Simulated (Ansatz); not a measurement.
Consider the cleavage of the Si–Ge bond: `[SiH3][GeH2][SiH2][GeH2][SiH3]` + H–F → `F[SiH2][GeH2][SiH3]` + `[SiH3][GeH3]`.

Program: Ansatz. Geometries: PBE0-D4/def2-TZVP. ΔE: electronic, gas phase. CCSD(T)/CBS is the MP2 limit (def2-TZVPP, def2-QZVPP) plus CCSD(T) − MP2 in def2-TZVPP, frozen cores. This one scheme is used for every species. Functionals use def2-TZVPP. For Ge outer-core shells are correlated without core-valence functions, which leaves a few kJ/mol of doubt a bond. Scalar relativity is left out up to krypton. One conformer a species, not always the lowest.

| level | ΔE (kcal/mol) |
| --- | --- |
| PBE0-D4 | -17.5 |
| PBE0 | -20.5 |
| MP2/def2-QZVPP | -19.7 |
| HF/CBS(def2) | -32.5 |

Problem. What does CCSD(T)/CBS give? (An estimate is asked.)

Solution. The calculation gave: -19.9 kcal/mol. The listed levels differ from it by 2.4, -0.6, 0.2, -12.6 kcal/mol.

Largest T1 diagnostic among the species: 0.012.

In def2-TZVPP, CCSD(T) changes the Hartree–Fock value by +11.3 kcal/mol (the triples alone add +1.6 kcal/mol) and MP2 by +11.9 kcal/mol. The D4 term adds +5.1 kcal/mol with B3LYP and +3.0 kcal/mol with PBE0; it sums over pairs of atoms, weighted by their polarisabilities, and B3LYP, whose exchange is more repulsive, gets the larger term.

B3LYP here is the variant with VWN-RPA as its local correlation; programs differ in this.
